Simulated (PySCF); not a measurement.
From one molecule to another.

First species: C₆H₁₁NO₂.
SMILES: `N#CC[C@H](COC)OC`

Second species: C8H12NP.
Structure used (GFN2-xTB), in Å, numbered top down from 1:
```
atom  x, y, z in Å
C1    -2.4351    1.9873   -1.4101
C2    -1.5489    1.2603   -0.5301
C3    -0.7955    0.6222    0.1615
P4     0.2470   -0.1958    1.3296
C5    -0.2985   -1.9444    0.9640
C6    -1.6917   -2.2011    1.5226
C7     1.7992   -0.2032    0.2788
C8     2.3532    1.2194    0.1586
C9     3.5374    1.2317   -0.6587
N10    4.4734    1.2088   -1.3152
H11   -2.9564    2.7649   -0.8516
H12   -1.8659    2.4511   -2.2161
H13   -3.1708    1.3099   -1.8437
H14    0.4246   -2.6198    1.4308
H15   -0.2818   -2.1146   -0.1164
H16   -2.4077   -1.5064    1.0861
H17   -2.0137   -3.2167    1.2990
H18   -1.7022   -2.0655    2.6026
H19    2.5365   -0.8507    0.7625
H20    1.5827   -0.6091   -0.7138
H21    2.6010    1.6169    1.1476
H22    1.6030    1.8743   -0.2967
```

Levels: PBE0/pcSseg-1 for dipole moment, HOMO energy, LUMO energy and HOMO–LUMO gap; GFN2-xTB for rotational constant A and rotational constant C. Geometries: GFN2-xTB. Each species is one conformer at its optimised geometry, gas phase, non-relativistic unless stated. Electronic properties by PySCF.

The conformers computed, where there is a choice (atom-mapped SMILES and torsion angles):
- `[CH3:1][O:2][CH2:3][C@@H:4]([CH2:5][C:6]#[N:7])[O:8][CH3:9]`: C1–O2–C3–C4 -175°, O2–C3–C4–C5 62°, C3–C4–C5–C6 60°, C3–C4–O8–C9 75°
- `[CH3:1][C:2]#[C:3][P:4]([CH2:5][CH3:6])[CH2:7][CH2:8][C:9]#[N:10]`: C3–P4–C5–C6 -73°, C3–P4–C7–C8 71°, P4–C7–C8–C9 -179°

| property | column X | column Y |
| --- | --- | --- |
| dipole moment | 4.68 D | 4.38 D |
| HOMO energy | -7.71 eV | -6.87 eV |
| LUMO energy | 0.87 eV | -0.17 eV |
| HOMO–LUMO gap | 8.58 eV | 6.70 eV |
| rotational constant A | 1.658 GHz | 1.281 GHz |
| rotational constant C | 0.846 GHz | 0.459 GHz |

Task: Which column belongs to which species?

Result: Column X is the first species and column Y the second. The first has 20 atoms and 70 electrons, the second 22 and 82.

Task: How does each property change from the first species to the second?

Result: dipole moment -0.30 D; HOMO energy +0.84 eV; LUMO energy -1.04 eV; HOMO–LUMO gap -1.88 eV; rotational constant A -0.377 GHz; rotational constant C -0.387 GHz.

On the first: The dipole equals about 15.6 × 10⁻³⁰ C·m (1 D = 3.33564 × 10⁻³⁰ C·m). A dipole of 4.68 D is allowed in C1, and pure rotational transitions are dipole-allowed.

On the second: A dipole of 4.38 D is allowed in C1, and pure rotational transitions are dipole-allowed. The dipole equals about 14.6 × 10⁻³⁰ C·m (1 D = 3.33564 × 10⁻³⁰ C·m).
